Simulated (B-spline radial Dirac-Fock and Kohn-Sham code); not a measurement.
# Radiative decay of the 2p3/2 hole in Rh⁵⁺

System: the Rh⁵⁺ ion in the configuration [Kr] 4d4, inside a Watson sphere of charge -5 and radius 2.4 Å (a model of the Madelung potential; inside it an electron's potential energy is raised by 30.0 eV).

Level of theory: one-electron (LDA, Dirac) transition rates at Dirac-Fock energies; a radial finite-basis atomic code.

```tsv
line	multipole	energy (eV)	rate (s⁻¹)	share (%)
Lℓ (L3-M1)	E1	2375.8	4.55e+12	3.18
Lα2 (L3-M4)	E1	2694.6	1.33e+13	9.27
Lα1 (L3-M5)	E1	2699.4	1.18e+14	82.3
Lβ6 (L3-N1)	E1	2924.9	9.26e+11	0.647
Lβ15 (L3-N4)	E1	3016.3	6.59e+11	0.461
Lβ2 (L3-N5)	E1	3016.9	5.90e+12	4.12
```

The listed lines hold 100.0 % of the radiative rate. The radiative width is 0.0942 eV in the length form and 0.0958 eV in the velocity form; the two differ because the transition energies are not eigenvalue differences of the potential that gave the orbitals.

Values without a named source are computed, but for edge energies of neutral atoms, which are taken from tables.
